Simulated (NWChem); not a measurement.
System: CH5ClSSi; SMILES CS[SiH2]Cl

NWChem input:

```
start job
memory heap 200 mb stack 900 mb global 1100 mb
geometry units angstroms
  Si     0.896166    -0.459205    -0.240880
  Cl    -0.312365    -2.074177     0.299037
  S      0.237580     1.409855     0.542024
  C     -1.340585     1.652989    -0.386941
  H      2.245931    -0.682124     0.321604
  H      0.898534    -0.443113    -1.723396
  H     -1.169456     1.635492    -1.465893
  H     -1.716245     2.637457    -0.100889
  H     -2.075480     0.894801    -0.109172
end
basis spherical
  Si library 3-21g
  Cl library 3-21g
  S library 3-21g
  C library 3-21g
  H library 3-21g
end
dft
  xc hfexch
  iterations 150
end
driver
  maxiter 120
end
task dft optimize
task dft freq
```

The level has its own optimisation; frequencies are unscaled.

Question: What results follow from this input? (Hartree-Fock/3-21G.) Quantities: r Cl–Si (Å); r S–Si (Å); r C–S (Å); r C–H (Å); highest harmonic frequency (cm⁻¹); lowest (cm⁻¹); zero-point energy (kcal/mol); dipole (D).

Answer: 
```yaml
r Cl–Si (Å): 2.191
r S–Si (Å): 2.205
r C–S (Å): 1.903
r C–H (Å): 1.077
highest harmonic frequency (cm⁻¹): 3357
lowest (cm⁻¹): 59
zero-point energy (kcal/mol): 38.6
dipole (D): 2.82
```
